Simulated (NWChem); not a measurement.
Program: NWChem. System: HBCl, charge 0, spin multiplicity 2, at a geometry optimised with UPBE/def2-SVP. The structure started from a generated list of species. Its SCF solution wasn't tested for a lower state. Level: UMP2/def2-TZVP, 6 core orbitals frozen.

Output (cleaned and shortened):

```
             Northwest Computational Chemistry Package (NWChem) 7.3.0
             --------------------------------------------------------

                                NWChem Input Module
                                -------------------

 Scaling coordinates for geometry "geometry" by  1.889725989
 (inverse scale =  0.529177249)

 Turning off AUTOSYM since
 SYMMETRY directive was detected!

                             Geometry "geometry" -> ""
                             -------------------------

 Output coordinates in angstroms (scale by  1.889725989 to convert to a.u.)

  No.       Tag          Charge          X              Y              Z
 ---- ---------------- ---------- -------------- -------------- --------------
    1 B                    5.0000     1.15723400    -0.46812900     0.00000000
    2 Cl                  17.0000    -0.46555800     0.12211000     0.00000000
    3 H                    1.0000     2.12832200     0.26477400     0.00000000

 Effective nuclear repulsion energy (a.u.)      31.6859532530

            Nuclear Dipole moment (a.u.)
            ----------------------------
        X                 Y               Z
 ---------------- ---------------- ----------------
     0.0000113384    -0.0000018897     0.0000000000

      Symmetry information
      --------------------

 Group name             Cs
 Group number              2
 Group order               2
 No. of unique centers     3

      Symmetry unique atoms

     1    2    3


 Summary of "ao basis" -> "" (spherical)
 ------------------------------------------------------------------------------
       Tag                 Description            Shells   Functions and Types
 ---------------- ------------------------------  ------  ---------------------
 *                         def2-tzvp                  on all atoms

 Summary of "ao basis" -> "ao basis" (spherical)
 ------------------------------------------------------------------------------
       Tag                 Description            Shells   Functions and Types
 ---------------- ------------------------------  ------  ---------------------
 B                         def2-tzvp                11       31   5s3p2d1f
 Cl                        def2-tzvp                13       37   5s5p2d1f
 H                         def2-tzvp                 4        6   3s1p

                                 NWChem SCF Module
                                 -----------------
[...]
     2   0 2 0    -15.456412    -12.942016     -7.582856      5.068460
     2   0 1 1     -0.000000     -0.000000     -0.000000      0.000000
     2   0 0 2    -13.730672     -7.427127     -6.303544      0.000000

                   NWChem MP2 Semi-direct Energy/Gradient Module
                   ---------------------------------------------

  Basis functions       =     74
  Molecular orbitals    =     74
  Frozen core           =      6
  Frozen virtuals       =      0
  Active alpha occupied =      6
  Active beta occupied  =      5
  Active alpha virtual  =     62
  Active beta virtual   =     63
  Use MO symmetry       = T
  Use skeleton AO sym   = T

  AO/Fock/Back tols     =   1.0D-09  1.0D-09  1.0D-09

 GA uses MA = F    GA memory limited = T

 Available:
  local mem=  1.26D+08
 global mem=  1.44D+08
 local disk=  0.00D+00
  mp2_memr nvloc                    62
  nvloc new                    62
   1 passes of   6:        4194304                      29763                   3502819.
   1 passes of   6: M    126150307           G      144168248           F     121956003.

 Semi-direct pass number   1 of   1  for UHF alpha       at        2.0s
  vrange nnbf                  2762
  mp2_eaftype                    13  avail_ma_in_mb                  1099
 EAF : mp2_eaftype filesize          13    1751410.
  mp2_eaf for mointskh                     13
Node 0 wrote      8.2 Mb in      0.0 s     Agg I/O rate:  1840.2 Mb/s
 Done moints_semi at        4.3s
  mp2_eaftype                    13  avail_ma_in_mb                  1086
 EAF : mp2_eaftype filesize          13    1751410.
  mp2_eaf for kh                    13
 Done maket at        4.4s
 Done multipass loop at        4.4s

 GA uses MA = F    GA memory limited = T

 Available:
  local mem=  1.26D+08
 global mem=  1.44D+08
 local disk=  0.00D+00
  mp2_memr nvloc                    63
  nvloc new                    63
   1 passes of   5:        4194304                      26914                   2967544.
   1 passes of   5: M    126150307           G      144168248           F     121956003.

 Semi-direct pass number   1 of   1  for UHF beta        at        4.5s
  vrange nnbf                  2762
  mp2_eaftype                    11  avail_ma_in_mb                  1099
 EAF : mp2_eaftype filesize          11    1483772.
  mp2_eaf for mointskh                     11
Node 0 wrote      7.0 Mb in      0.0 s     Agg I/O rate:  1852.8 Mb/s
 Done moints_semi at        6.8s
  mp2_eaftype                    11  avail_ma_in_mb                  1088
 EAF : mp2_eaftype filesize          11    1483772.
  mp2_eaf for kh                    11
 Done maket at        6.8s
 Done multipass loop at        6.8s

          -------------------------------------------
          SCF energy                -484.750159198723
          Correlation energy          -0.258554972672
          Singlet pairs                0.000000000000
          Triplet pairs                0.000000000000
          Total MP2 energy          -485.008714171395
          -------------------------------------------

          ---------------------------------------------------
                    Spin Component Scaled (SCS) MP2
          Same spin pairs                     -0.061488543975
          Same spin scaling factor             0.333333333333
          Opposite spin pairs                 -0.197066428696
          Opposite spin scaling fact.          1.200000000000
          SCS-MP2 correlation energy          -0.256975895761
          Total SCS-MP2 energy              -485.007135094484
          ---------------------------------------------------

 -----------------------
 Performance information
 -----------------------

 Timer overhead =  2.27D-07 seconds/call

               Nr. of calls         CPU time (s)                 Wall time (s)                GFlops
             ---------------    -------------------     ------------------------------   -------------------
Name         Min   Avg   Max    Min     Avg     Max     Min     Avg     Max   Mx/calls   Min     Max     Sum
mp2: moin     2     2     2    4.6     4.6     4.6      4.6     4.6     4.6     2.3      0.0     0.0     0.0
mp2: make     2     2     2   0.15    0.15    0.15     0.15    0.15    0.15    7.65E-2   0.0     0.0     0.0
mp2: tota     1     1     1    4.9     4.9     4.9      4.9     4.9     4.9     4.9      0.0     0.0     0.0

 The average no. of pstat calls per process was 5.00D+00
 with a timing overhead of 1.14D-06s

 Task  times  cpu:        6.8s     wall:        6.8s

 Total times  cpu:        6.8s     wall:        6.8s
```

Problem. Write an NWChem input that would produce this output.

Solution. Several could match; the one computed here: 
```
start mol
memory heap 200 mb stack 900 mb global 1100 mb
geometry units angstroms nocenter noautoz
  B      1.157234    -0.468129     0.000000
  Cl    -0.465558     0.122110     0.000000
  H      2.128322     0.264774     0.000000
  symmetry group Cs
end
basis spherical
  * library def2-tzvp
end
scf
  uhf
  nopen 1
  maxiter 100
  thresh 1e-7
  semidirect memsize 60000000 filesize 0
  # guess.movecs holds the orbitals of an unrestricted PBE0 run
  vectors input guess.movecs output mol.movecs
end
mp2
  freeze core 6
end
task mp2 energy
```
